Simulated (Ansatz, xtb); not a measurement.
GaH2O: which of two isomers lies lower

Structure I is `[O][GaH2]`, a doublet and structure II is `[OH][GaH]`, a doublet. Both are isolated molecules in the gas phase, relaxed with PBE0-D3(BJ)/pcseg-1; the shapes shown needn't be the lowest conformers.

I (Å):

```yaml
atoms:
  - { symbol: Ga, position_ang: [-0.5932, 1.9540, -0.3997] }
  - { symbol: O, position_ang: [-0.9272, 0.1652, -0.3446] }
  - { symbol: H, position_ang: [-0.3997, 2.6137, 0.9920] }
  - { symbol: H, position_ang: [-0.5513, 2.5548, -1.8303] }
```

II (Å):

| atom | x (Å) | y (Å) | z (Å) |
| --- | --- | --- | --- |
| Ga | 0.4975 | 0.0534 | -0.6238 |
| O | -1.2137 | 0.3308 | -0.0635 |
| H | -1.3680 | 1.1484 | 0.4263 |
| H | 0.6760 | -1.3163 | -1.4259 |

Question: Estimate which is lower in electronic energy at CCSD(T)/def2-TZVPP, and by roughly how much.

Answer: The CCSD(T)/def2-TZVPP calculation puts structure II lower, by 36.3 kcal/mol.

How the difference moves with the method:

| level | geometry | E(II) − E(I) (kcal/mol) | departure from the last row (kcal/mol) | job, with rough time for the two |
| --- | --- | --- | --- | --- |
| PBE0-D3(BJ)/pcseg-1 | PBE0-D3(BJ)/pcseg-1 | −34.9 | +1.4 | optimisation, 37 s |
| HF/def2-TZVPP | PBE0-D3(BJ)/pcseg-1 | −21.3 | +15.0 | part of the CCSD(T) run |
| MP2/def2-TZVPP | PBE0-D3(BJ)/pcseg-1 | −44.1 | −7.8 | part of the CCSD(T) run |
| CCSD(T)/def2-TZVPP | PBE0-D3(BJ)/pcseg-1 | −36.3 |  | single point, 65 s |

As drawn, II has 1 O–H in place of 1 Ga–H.

None of the levels shown reverses the order. The largest departure from CCSD(T)/def2-TZVPP is that of HF/def2-TZVPP, 15.0 kcal/mol. Levels run at GFN2-xTB geometries aren't shown.

With harmonic frequencies from PBE0-D3(BJ)/pcseg-1 (ideal gas, rigid rotor, one conformer each, 1000 K, 1 atm): the zero-point term adds +2.3 kcal/mol; ΔH is −34.2 and ΔG −34.9 kcal/mol.

Open shells are spin-unrestricted. The correlated steps freeze 10 core orbitals; the filled d shell of Ga is correlated, in a basis made for valence electrons. Programs: Ansatz 0.2.0; the last row on 1 thread of Arm Neoverse V2 on a shared host.
